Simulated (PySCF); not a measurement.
Work out the structure from these simulated measurements.

Formula: H8O2Si3.

- Rotational structure: rotational constants A, B, C: 3.288, 1.463, 1.051 GHz [PBE0-D3(BJ)/def2-SVP]
- Polarisability: 83.7 au [wB97X-D/def2-SVPD]
- NMR, other nuclei: isotropic shieldings of nuclei other than C and H, by class: 273 (2 O), 401 (2 Si), 403 (1 Si) ppm [GIAO KT3/pcSseg-2]
- Dipole: 0.50 D [wB97X-D/def2-SVPD]
- XPS: Si2p3/2 107.7 (×2), Si2p3/2 108.0, O1s 538.0 (×2), Si1s 1847.6 (×2), Si1s 1848.1 eV [ΔSCF SCAN, pcX-2 on the ionised atom, pcseg-1 elsewhere, spin-free X2C, 2p3/2 from a spin–orbit splitting computed afterwards within the 2p shell]
- Valence photoelectron: vertical ionisation energy: 10.56 eV [ΔSCF wB97X-D/def2-SVPD]
- UV, strongest line: among the 10 lowest singlet transitions: S7 at 8.64 eV (144 nm, f = 0.087) [TDDFT wB97X-D/def2-SVPD]
- 1H NMR: chemical shifts (computed TMS as zero) by class: 5.15 (6 H), 5.02 (2 H) ppm [GIAO KT3/pcSseg-2]
- UV, first state: lowest singlet excitation: 7.42 eV (167 nm, f = 0.004) [TDDFT wB97X-D/def2-SVPD]
- Triplet: lowest triplet excitation (Tamm–Dancoff): 7.18 eV [TDA wB97X-D/def2-SVPD]

Gas-phase values; electronic properties from PySCF, density fitting. Levels stand in brackets. One conformer (not necessarily the lowest) at the PBE0-D3(BJ)/def2-SVP geometry, without solvent, vibrations or thermal averaging. NMR values are class means; diastereotopic atoms form classes of their own.

**Question.** Give a SMILES that accounts for the data.

**Answer.** Numbering: `[SiH3:1][O:2][SiH2:3][O:4][SiH3:5]`. Its formula, H8O2Si3, gives 0 degrees of unsaturation, so no ring and no π bond. Hydrogen classes from least to most shielded: 6 H on 2 oxygen-bound silicons, Si1/Si5 (5.15 ppm), 2 H on an oxygen-bound silicon, Si3 (5.02 ppm). The other shieldings belong to: 273 ppm, siloxane oxygen [O2/O4]; 401 ppm, oxygen-bound silicon [Si1/Si5]; 403 ppm, oxygen-bound silicon [Si3]. The core levels belong to: Si2p3/2 107.7 eV, oxygen-bound silicon [Si1/Si5]; Si2p3/2 108.0 eV, oxygen-bound silicon [Si3]; O1s 538.0 eV, siloxane oxygen [O2/O4]; Si1s 1847.6 eV, oxygen-bound silicon [Si1/Si5]; Si1s 1848.1 eV, oxygen-bound silicon [Si3]. One atom of each topological class was ionised and stands for its class. The first electron is taken from the HOMO, whose largest Löwdin shares are 0.17 on an oxygen-bound silicon and 0.17 on each of 2 atoms of one kind (siloxane oxygen). The optimised geometry has point group C2 and is an asymmetric top. Structure: `[SiH2](O[SiH3])O[SiH3]`. The assignments are read from this structure; whether some other isomer fits the data as well wasn't checked.

Shape of the structure used: `[SiH3:1][O:2][SiH2:3][O:4][SiH3:5]`: Si1–O2–Si3–O4 12°, O2–Si3–O4–Si5 9°.
